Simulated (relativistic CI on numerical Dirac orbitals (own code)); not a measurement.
Slater and spin-orbit integrals, Bi15+

Calculated at this level of theory: Dirac-Coulomb-Breit CI, separate exchange-only KLI orbitals for each configuration, model QED, unscaled Slater integrals (own radial code, finite nucleus).

Slater integrals F^k, G^k are unscaled and averaged over j, outside the closed core [Kr] 4d10; ζ comes from projecting the Hamiltonian with its Breit term on Σ l·s of the shell.

- 4f14.5s2.5p5.5d: ζ(5p) = 158990, F^2(5p,5d) = 111700, G^1(5p,5d) = 138070, G^3(5p,5d) = 87930, ζ(5d) = 15407 cm⁻¹; <r>(5p) = 0.8675, <r^2>(5p) = 0.8409, <r>(5d) = 0.9887, <r^2>(5d) = 1.096 (bohr units).
- 4f14.5s.5p6.5d: G^2(5s,5d) = 100050, ζ(5d) = 15391 cm⁻¹; <r>(5s) = 0.7908, <r^2>(5s) = 0.6967, <r>(5d) = 0.9882, <r^2>(5d) = 1.095 (bohr units).
- 4f14.5s2.5p5.5f: ζ(5p) = 160190, F^2(5p,5f) = 88801, G^2(5p,5f) = 74032, G^4(5p,5f) = 51167, ζ(5f) = 1731.5 cm⁻¹; <r>(5p) = 0.8661, <r^2>(5p) = 0.8384, <r>(5f) = 1.199, <r^2>(5f) = 1.627 (bohr units).

In this model ζ of a weakly bound d, f or g electron outside closed shells comes out too small, for d by up to a factor of two or three and at times with the wrong sign; that of an outer p electron is too small as well.

Averages of the first 10 configurations, taken without configuration mixing, which lowers the lowest level and can move excited configurations by several eV; other configurations of the list can lie among them:

| Configuration | Parity | States | Average energy above the lowest level (eV) |
| --- | --- | --- | --- |
| 4f14.5s2.5p6 | even | 1 | 0.1 |
| 4f14.5s2.5p5.5d | odd | 60 | 84.9 |
| 4f14.5s.5p6.5d | even | 20 | 158.1 |
| 4f14.5s2.5p5.5f | even | 84 | 172.0 |
| 4f14.5s2.5p5.5g | odd | 108 | 234.1 |
| 4f14.5s.5p6.5f | odd | 28 | 245.6 |
| 4f14.5s2.5p5.6s | odd | 12 | 148.5 |
| 4f13.5s2.5p6.5d | odd | 140 | 168.0 |
| 4f14.5s2.5p5.6p | even | 36 | 175.1 |
| 4f14.5s.5p6.5g | even | 36 | 308.1 |
